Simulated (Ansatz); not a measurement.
The cluster Ba2Te, relaxed as a singlet with RKS r2SCAN-D4/def2-TZVP in Ansatz, starting from the GFN2-xTB geometry. Force threshold 0.02 eV/Å.

In the def2 sets Ba, Te take a core potential; there is no spin–orbit coupling. The restricted singlet is unstable: a solution with broken spin symmetry lies lower. The structure comes from a short search, and lower isomers may exist.

Start:

```xyz
3

Ba   -0.176    1.119   -2.510
Ba    0.178   -1.126    2.524
Te   -0.001    0.007   -0.013
```

```
step  energy (eV)  largest force component (eV/Å)  SCF passes
   1   -8684.2675                           3.566          41
   2   -8685.0726                           1.123          31
   3   -8685.2294                           0.106          29
   4   -8685.2311                           0.025          24
   5   -8685.2312                           0.000          25
   6   -8685.2313                           0.003          23
   7   -8685.2315                           0.008          24
   8   -8685.2326                           0.026          23
   9   -8685.2412                           0.049          30
  10   -8685.2427                           0.046          24
  11   -8685.2601                           0.123          30
  12   -8685.2967                           0.181          30
  13   -8685.3690                           0.247          30
  14   -8685.4918                           0.313          30
  15   -8685.6389                           0.324          30
  16   -8685.7981                           0.321          30
  17   -8685.9046                           0.180          30
  18   -8685.9081                           0.104          30
  19   -8685.9113                           0.014          28
```

Force components are those of the run's own axes.

End:

```xyz
3

Ba    0.1901    0.1742   -2.1602
Ba    0.4537   -1.4807    1.5277
Te   -0.6438    1.3065    0.6325
```

By distances, no bond broke or formed, bridged metal pairs apart. The bond that changes most is Ba1–Te3, from 2.74 to 3.13 Å (atoms count from 1). Metal–metal contacts that move far: Ba1–Ba2 5.52 to 4.05 Å.

The force fell under the threshold at step 5, but the optimiser went on and released 0.680 eV more. No frequencies were taken in this run, so the end may be a saddle point.

Hardware: 4 threads of Arm Neoverse V1 on a shared host. Wall time 42 s.
